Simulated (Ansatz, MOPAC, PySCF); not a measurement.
Constitutional and geometric isomers with formula C2H6Si. Gas-phase values, no solvent. Strings in code marks are SMILES.

Quantity: electronic energy of isomers of C2H6Si relative to `C=C[SiH3]`, in kJ/mol. The restricted reference of `CC=[SiH2]` and `C=[SiH]C` is unstable towards unrestricted orbitals. Semi-empirical values (MOPAC) are differences of heats of formation.

Level 1: frozen-core CCSD(T)/cc-pVTZ // B3LYP-D3(BJ)/def2-TZVP (Ansatz, a program for electronic structure)
Level 2: PBE-D3(BJ)/def2-TZVP // B3LYP-D3(BJ)/def2-TZVP (PySCF)
Level 3: HF/3-21G // B3LYP-D3(BJ)/def2-TZVP (PySCF)
Level 4: PM6 // B3LYP-D3(BJ)/def2-TZVP (MOPAC)

| species | level 2 | level 3 | level 4 |
|---|---|---|---|
| `C1C[SiH2]1` | 18.11 | 52.7 | 39.36 |
| `C=[SiH]C` | 19.17 | 32.08 | 84.4 |
| `CC=[SiH2]` | 61.5 | 86.2 | 132.5 |

Problem. What does level 1 give for each, and how far do the other levels lie from it on average?

Solution. 
- `C1C[SiH2]1`: 36.13
- `C=[SiH]C`: 33.33
- `CC=[SiH2]`: 75.0
Mean absolute difference from level 1, which has limits of its own, over these rows (drawn at random from the members that have all these levels): level 2 15.22 kJ/mol, level 3 9.69 kJ/mol, level 4 37.28 kJ/mol.
